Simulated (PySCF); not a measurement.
A run for PySCF: R-M06-2X/def2-TZVPPD on CH2OS (a complex).

```python
from pyscf import gto, dft

mol = gto.M(
    atom='''
    C     0.17069780   -0.63454394    0.19886427
    O    -0.00319992    0.27863882   -0.43451027
    S    -0.20466250    0.14233017    3.69235758
    H     0.94251898   -0.48369684    3.38566759
    H    -0.94550326   -0.89885740    3.28115322
    ''',
    basis='def2-tzvppd',
    charge=0, spin=0, verbose=4, max_memory=1800)
mf = dft.RKS(mol, xc='m062x').density_fit(auxbasis='def2-universal-jkfit')
mf.grids.level = 4
mf.conv_tol = 1e-9
mf.max_cycle = 150
mf.kernel()
mf.dip_moment()
```

It printed:

```
PySCF version 2.14.0

[INPUT] verbose = 4
[INPUT] num. atoms = 5
[INPUT] num. electrons = 32
[INPUT] charge = 0
[INPUT] spin (= nelec alpha-beta = 2S) = 0
[INPUT] symmetry False subgroup None
[INPUT] Mole.unit = angstrom
[INPUT] Symbol           X                Y                Z      unit          X                Y                Z       unit  Magmom
[INPUT]  1 C      0.170697800000  -0.634543940000   0.198864270000 AA    0.322572092066  -1.199114260602   0.375799006262 Bohr   0.0
[INPUT]  2 O     -0.003199920000   0.278638820000  -0.434510270000 AA   -0.006046972421   0.526551057472  -0.821105408611 Bohr   0.0
[INPUT]  3 S     -0.204662500000   0.142330170000   3.692357580000 AA   -0.386756072969   0.268965040563   6.977544580162 Bohr   0.0
[INPUT]  4 H      0.942518980000  -0.483696840000   3.385667590000 AA    1.781102739404  -0.914054554918   6.397984493916 Bohr   0.0
[INPUT]  5 H     -0.945503260000  -0.898857400000   3.281153220000 AA   -1.786742211283  -1.698594311039   6.200480958535 Bohr   0.0

nuclear repulsion = 70.0155871857857
number of shells = 58
number of NR pGTOs = 217
number of NR cGTOs = 162
basis = def2-tzvppd
ecp = {}


******** <class 'pyscf.df.df_jk.DFRKS'> ********
method = DFRKS
initial guess = minao
damping factor = 0
level_shift factor = 0
DIIS = <class 'pyscf.scf.diis.CDIIS'>
diis_start_cycle = 1
diis_space = 8
diis_damp = 0
SCF conv_tol = 1e-09
SCF conv_tol_grad = None
SCF max_cycles = 150
direct_scf = False
XC library pyscf.dft.libxc version 7.1.2
    S. Lehtola, C. Steigemann, M. J. T. Oliveira, and M. A. L. Marques,  SoftwareX 7, 1–5 (2018)
XC functionals = m062x
    Y. Zhao and D. G. Truhlar,  Theor. Chem. Acc. 120, 215 (2008)
    Y. Zhao and D. G. Truhlar,  Theor. Chem. Acc. 120, 215 (2008)
radial grids:
    Treutler-Ahlrichs [JCP 102, 346 (1995); DOI:10.1063/1.469408] (M4) radial grids

becke partition: Becke, JCP 88, 2547 (1988); DOI:10.1063/1.454033
pruning grids: <function nwchem_prune>
grids dens level: 4
symmetrized grids: False
atomic radii adjust function: <function treutler_atomic_radii_adjust>
small_rho_cutoff = 0
Set gradient conv threshold to 3.16228e-05
Initial guess from minao.
tot grids = 116976
******** <class 'pyscf.df.df.DF'> ********
auxbasis = def2-universal-jkfit
init E= -512.730342481277
  HOMO = -0.309679683964795  LUMO = -0.0327283836695864  gap/eV = 7.53623
cycle= 1 E= -512.634168971728  delta_E= 0.0962  |g|= 0.576  |ddm|= 1.53
  HOMO = -0.30758041710699  LUMO = 0.00114504071927084  gap/eV = 8.40085
cycle= 2 E= -512.519396971178  delta_E= 0.115  |g|= 1.03  |ddm|= 0.754
  HOMO = -0.315086503560906  LUMO = 0.00655459962938979  gap/eV = 8.75230
cycle= 3 E= -512.704308622416  delta_E= -0.185  |g|= 0.0506  |ddm|= 0.429
  HOMO = -0.32632296199791  LUMO = 0.0113698864947609  gap/eV = 9.18909
cycle= 4 E= -512.704914812675  delta_E= -0.000606  |g|= 0.0235  |ddm|= 0.0575
  HOMO = -0.322679418508841  LUMO = 0.0116113407054759  gap/eV = 9.09651
cycle= 5 E= -512.705029239504  delta_E= -0.000114  |g|= 0.0036  |ddm|= 0.018
  HOMO = -0.322693523800915  LUMO = 0.011630910594667  gap/eV = 9.09743
cycle= 6 E= -512.705032180217  delta_E= -2.94e-06  |g|= 0.000659  |ddm|= 0.00274
  HOMO = -0.322615013028447  LUMO = 0.0116592206302762  gap/eV = 9.09607
cycle= 7 E= -512.705032291435  delta_E= -1.11e-07  |g|= 0.000147  |ddm|= 0.000779
  HOMO = -0.322646288908679  LUMO = 0.0116467169089419  gap/eV = 9.09658
cycle= 8 E= -512.705032296881  delta_E= -5.45e-09  |g|= 2.88e-05  |ddm|= 0.000184
  HOMO = -0.322640864536872  LUMO = 0.0116484626900894  gap/eV = 9.09648
cycle= 9 E= -512.705032297096  delta_E= -2.15e-10  |g|= 5.62e-06  |ddm|= 3.27e-05
  HOMO = -0.322641824267698  LUMO = 0.0116484998099354  gap/eV = 9.09650
Extra cycle  E= -512.705032297094  delta_E= 1.82e-12  |g|= 6.77e-06  |ddm|= 7.85e-06
converged SCF energy = -512.705032297094
Dipole moment(X, Y, Z, Debye):  0.20331, -0.84197, -0.33124
```

The run converged.

Cost: very roughly 13 core-seconds.
